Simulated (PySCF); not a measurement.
C4H5NSi, SMILES N#CC1=CC[SiH2]1. Geometry: PBE-D3(BJ)/def2-SVP. The structure was generated by enumeration, and PubChem lists no compound with its InChIKey, so it may never have been made.

### Question
Give the equilibrium geometry at PBE-D3(BJ)/def2-SVP (PySCF confirms it by a frequency run) as bond lengths and angles, and its point group. (The exact figures need the calculation; the answer reports its results.)

### Answer
point group Cs.
Atoms: N1 C2 C3 C4 C5 Si6 H7 H8 H9 H10 H11. Bond lengths (Å): N1–C2 1.177, C2–C3 1.415, C3–C4 1.371, C3–Si6 1.896, C4–C5 1.517, C4–H7 1.107, C5–Si6 1.923, C5–H8 1.111, C5–H9 1.111, Si6–H10 1.503, Si6–H11 1.503. Angles (°): N1–C2–C3 177.5, C2–C3–C4 129.6, C2–C3–Si6 139.9, C4–C3–Si6 90.5, C3–C4–C5 108.5, C3–C4–H7 126.1, C5–C4–H7 125.4, C4–C5–Si6 85.3, C4–C5–H8 114.0, C4–C5–H9 114.0, Si6–C5–H8 117.3, Si6–C5–H9 117.3, H8–C5–H9 107.6, C3–Si6–C5 75.8, C3–Si6–H10 116.7, C3–Si6–H11 116.7, C5–Si6–H10 117.4, C5–Si6–H11 117.4, H10–Si6–H11 109.7.
